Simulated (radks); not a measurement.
The numbers below are computed, except where a source is named.
The mean radii <r> (bohr) of the occupied orbitals of an atom or ion are listed with their occupations. Level of theory: scalar-relativistic Kohn-Sham, PBE, spin-polarised, spherical densities, finite nucleus; Fermi nuclear charge, rms radius of each element as measured or else 0.836 A^(1/3) + 0.57 fm (a radial shooting solver on a logarithmic mesh with Libxc functionals).

orbital  occ.      <r>
1s up       1  0.02074
1s down     1  0.02074
2s up       1  0.08810
2s down     1  0.08810
2p up       3  0.07807
2p down     3  0.07807
3s up       1   0.2300
3s down     1   0.2298
3p up       3   0.2290
3p down     3   0.2288
3d up       5   0.2080
3d down     5   0.2078
4s up       1   0.5177
4s down     1   0.5178
4p up       3   0.5481
4p down     3   0.5483
4d up       5   0.5914
4d down     5   0.5920
5s up       1    1.205
5s down     1    1.215
5p up       3    1.364
5p down     2    1.382
4f up       7   0.7293
4f down     2   0.7403

Name the element and its charge. Open shells, if any, are filled with parallel spins first.

Answer. Z = 67, holmium, charge +5: Ho5+ in [Kr] 4d10 4f9 5s2 5p5. The 1s radius gives Z: for a bare nucleus <r> = (2 gamma + 1)/(2Z) with gamma = sqrt(1 - (Z/c)^2), 0.02048 bohr for Z = 67, and screening makes it slightly larger (0.02074 here). The occupations add up to 62, and the charge is Z minus that.
